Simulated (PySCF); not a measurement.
CrO2F, SMILES [O]=[Cr+](=[O])[F], charge +1, multiplicity 1. Heavy atoms are numbered as in [Cr+:1](=[O:2])(=[O:3])[F:4].

Coordinates come from a B3LYP-D3(BJ)/def2-SVP optimisation. The spin state was assumed, not searched. The isomer is the one that the SMILES or the coordinates give; other isomers of the formula were not compared.

All values below come from B3LYP/pcSseg-2 in PySCF.

GIAO shieldings, no solvent; atoms alike by connectivity are averaged. δ = σ(ref) − σ: ¹⁷O against H2O (σ = 325.5 ppm); ¹⁹F against CFCl3 (σ = 159.6 ppm), references at their B3LYP-D3(BJ)/def2-TZVP geometries, non-relativistic.

Computed chemical shifts:
```csv
nucleus,atoms,count,δ (ppm)
¹⁷O,O2,2,2161.9
¹⁹F,F4,1,617.0
```
